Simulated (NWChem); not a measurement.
System: C₃H₅Br; SMILES C=C(C)Br

Program: NWChem. Geometry: optimised at PBE0/def2-SVP. B3LYP is NWChem's, with the RPA form of VWN correlation. Total energies compare along this basis series because the functional is fixed.

```
level              basis functions  energy (Ha)  highest occupied level (eV)  orbital gap (eV)  dipole (D)
-----------------  ---------------  -----------  ---------------------------  ----------------  ----------
B3LYP/pcseg-1                   94   -2691.1794                        -6.95              6.68        1.58
B3LYP/aug-pcseg-1              150   -2691.1869                        -7.04              6.47        1.71
B3LYP/pcseg-2                  203   -2691.5901                        -7.01        (withheld)        1.67
B3LYP/STO-3G                    38   -2661.8768                        -4.53              7.49        1.20
B3LYP/def2-SVP                  99   -2691.0940                        -6.83              6.74        1.48
```

Question: What belongs in the gaps?

Answer: 
- B3LYP/pcseg-2, orbital gap (eV): 6.55
